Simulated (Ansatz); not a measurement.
Name a neutral molecule of C, Ge, N, O with size of the dipole moment (B3LYP/def2-TZVPP) between 0.05 and 0.35 D and size of the dipole moment (PBE/def2-TZVPP) between 0.00 and 0.30 D (Ansatz, PBE0-D4/def2-TZVP geometry).

`O=C=[N][Ge]([N]=C=O)([N]=C=O)[N]=C=O` (0.24 D, 0.22 D). Other molecules can fit too; these were computed, each in one conformer that needn't be the lowest.

B3LYP here is the variant with VWN-RPA as its local correlation; programs differ in this.
